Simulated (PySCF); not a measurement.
# A PySCF run on YF

State: ¹Σ⁺ (singlet), closed shell.

An equivalent input (the run itself took its basis sets from the Basis Set Exchange, started from a PBE0 density and held the occupation σ 6α 6β, πx 2α 2β, πy 2α 2β):

```python
from pyscf import gto, scf, cc
mol = gto.M(atom='Y 0 0 0; F 0 0 1.928', basis={'Y': 'def2-TZVPP', 'F': 'def2-TZVPP'}, ecp={'Y': 'def2-TZVPP'},
            charge=0, spin=0, verbose=4, symmetry='C2v')
mf = scf.RHF(mol)
mf.irrep_nelec = {'A1': 12, 'B1': 4, 'B2': 4}
mf.conv_tol = 1e-9
mf.max_cycle = 60
mf.diis_space = 10
mf.kernel()
mycc = cc.CCSD(mf, frozen=[0, 85, 86])
mycc.run(conv_tol=1e-7, conv_tol_normt=1e-5, max_cycle=80, diis_space=8)
et = mycc.ccsd_t()
```

The SCF ended at -137.41915063 hartree. The coupled-cluster part of the log:

```
******** <class 'pyscf.cc.ccsd.CCSD'> ********
CC2 = 0
CCSD nocc = 9, nmo = 84
frozen orbitals [0, 85, 86]
max_cycle = 80
direct = 0
conv_tol = 1e-07
conv_tol_normt = 1e-05
diis_space = 8
diis_start_cycle = 0
diis_start_energy_diff = 1e+09
Init t2, MP2 energy = -137.914260248508  E_corr(MP2) -0.495109622806655
Init E_corr(CCSD) = -0.495109622807346
cycle = 1  E_corr(CCSD) = -0.484320378315803  dE = 0.0107892445  norm(t1,t2) = 0.0822687
cycle = 2  E_corr(CCSD) = -0.499013013985924  dE = -0.0146926357  norm(t1,t2) = 0.0352058
cycle = 3  E_corr(CCSD) = -0.497472423577099  dE = 0.00154059041  norm(t1,t2) = 0.0246669
cycle = 4  E_corr(CCSD) = -0.499245675328368  dE = -0.00177325175  norm(t1,t2) = 0.00906118
cycle = 5  E_corr(CCSD) = -0.499443496635514  dE = -0.000197821307  norm(t1,t2) = 0.00199012
cycle = 6  E_corr(CCSD) = -0.499362925774685  dE = 8.05708608e-05  norm(t1,t2) = 0.000990319
cycle = 7  E_corr(CCSD) = -0.499320390502415  dE = 4.25352723e-05  norm(t1,t2) = 0.000406409
cycle = 8  E_corr(CCSD) = -0.499337031172172  dE = -1.66406698e-05  norm(t1,t2) = 0.000192556
cycle = 9  E_corr(CCSD) = -0.499345514369478  dE = -8.48319731e-06  norm(t1,t2) = 9.28673e-05
cycle = 10  E_corr(CCSD) = -0.499341552845339  dE = 3.96152414e-06  norm(t1,t2) = 4.14823e-05
cycle = 11  E_corr(CCSD) = -0.499339344805005  dE = 2.20804033e-06  norm(t1,t2) = 1.86711e-05
cycle = 12  E_corr(CCSD) = -0.499340208181349  dE = -8.63376344e-07  norm(t1,t2) = 6.93774e-06
cycle = 13  E_corr(CCSD) = -0.499339958647069  dE = 2.49534279e-07  norm(t1,t2) = 3.27165e-06
cycle = 14  E_corr(CCSD) = -0.49934007020756  dE = -1.1156049e-07  norm(t1,t2) = 1.27398e-06
cycle = 15  E_corr(CCSD) = -0.499340061874641  dE = 8.33291908e-09  norm(t1,t2) = 5.07909e-07
CCSD converged
E(CCSD) = -137.9184906875757  E_corr = -0.4993400618746406
CCSD(T) correction = -0.0171322658356685
```

T1 diagnostic 0.020, D1 0.059, 18 electrons correlated, 2 of the virtual orbitals (those above 20 hartree) left out.

Repeating this along the bond gives Re = 1.944 Å and ωe = 627 cm⁻¹.

A point of this curve took 33 CPU seconds beside 0.62 for the integrals, on Arm Neoverse N1 (shared host).

Correlated steps freeze 1 core orbital. Spin–orbit coupling is left out.
